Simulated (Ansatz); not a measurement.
Input file for FH₃MoO₄, SMILES `[O]=[Mo]([OH])([OH])([OH])[F]`:

```yaml
crystal:
  periodic: [false, false, false]
  atoms:
    - {symbol: O, position_ang: [-1.208098, -0.495257, -1.563041]}
    - {symbol: Mo, position_ang: [-0.207850, -0.074676, -0.313238]}
    - {symbol: O, position_ang: [1.093791, -1.409414, -0.064352]}
    - {symbol: O, position_ang: [1.025235, 1.032937, -1.136502]}
    - {symbol: O, position_ang: [-0.943635, 1.377547, 0.629126]}
    - {symbol: F, position_ang: [-1.004969, -1.018840, 1.140970]}
    - {symbol: H, position_ang: [0.923301, -2.069365, 0.614627]}
    - {symbol: H, position_ang: [1.772210, 1.481151, -0.729537]}
    - {symbol: H, position_ang: [-1.450005, 1.175927, 1.421948]}
basis:
  gaussian: {orbitals: def2-TZVPP}
correlation: {method: ccsd_t}
```

```sh
$ ansatz run in.yaml --threads 2 --pin off --events-out ev --progress --plain --max-ram 32768MiB --backend cuda --devices 0, --max-vram 18GiB
```

Output of Ansatz, abridged:

```
Functional definition: HF
1661 factors; integrals over basis functions are off by at most 1.0e-3 eV
mean field evaluation 1: about -12732.2560 eV, gradient 9.4e1 eV
mean field evaluation 2: about -12732.6020 eV, gradient 9.4e1 eV
mean field evaluation 4: about -12746.4795 eV, gradient 1.9e1 eV
mean field evaluation 8: about -12747.1526 eV, gradient 1.9e0 eV
mean field evaluation 16: about -12747.1627 eV, gradient 2.9e-6 eV
mean field -12747.16270649 eV, -468.4495891262 hartree, gradient 2.9e-6 eV, S^2 0.000000; 0 other end points of the search recorded, 0 dependent functions left out
5 core orbitals not correlated: weight in the atoms' cores, before any rotation towards them, 1.000 or more for the frozen orbitals, at most 0.000 for the correlated occupied ones
reference -12747.16270649 eV, -468.4495891262 hartree; 24, 24 occupied and 224, 224 virtual orbitals, 1661 factors
second order -49.95158969 eV of doubles, -0.00000000 eV of singles
cycle   1  -45.06272773 eV  change     4.9e0 eV  update   3.4e-1
cycle   2  -47.40761726 eV  change    -2.3e0 eV  update   2.5e-1
cycle   3  -47.84722164 eV  change   -4.4e-1 eV  update   5.3e-2
cycle   4  -47.91892843 eV  change   -7.2e-2 eV  update   2.8e-2
cycle   5  -47.86136356 eV  change    5.8e-2 eV  update   9.4e-3
cycle   6  -47.85844890 eV  change    2.9e-3 eV  update   4.6e-3
cycle   7  -47.86174341 eV  change   -3.3e-3 eV  update   1.9e-3
cycle   8  -47.86095688 eV  change    7.9e-4 eV  update   1.0e-3
cycle   9  -47.86085181 eV  change    1.1e-4 eV  update   4.4e-4
cycle  10  -47.86169075 eV  change   -8.4e-4 eV  update   2.4e-4
cycle  11  -47.86158629 eV  change    1.0e-4 eV  update   1.4e-4
cycle  12  -47.86119280 eV  change    3.9e-4 eV  update   7.4e-5
cycle  13  -47.86138799 eV  change   -2.0e-4 eV  update   4.4e-5
cycle  14  -47.86128430 eV  change    1.0e-4 eV  update   2.5e-5
cycle  15  -47.86128108 eV  change    3.2e-6 eV  update   1.2e-5
perturbative correction -2.56345787 eV, -0.0942053392 hartree
Total energy: -12797.58744544 eV, -470.3026641034 hartree
```

Hardware: 2 threads of an AMD EPYC 7R13 on a shared host and a share of an NVIDIA H100 80 GB. Wall time 11 s, peak host memory 0.83 GiB.

MP2 recovers 99.1 % of the CCSD(T) correlation energy and the triples give 5.1 %; T1 = 0.0244.
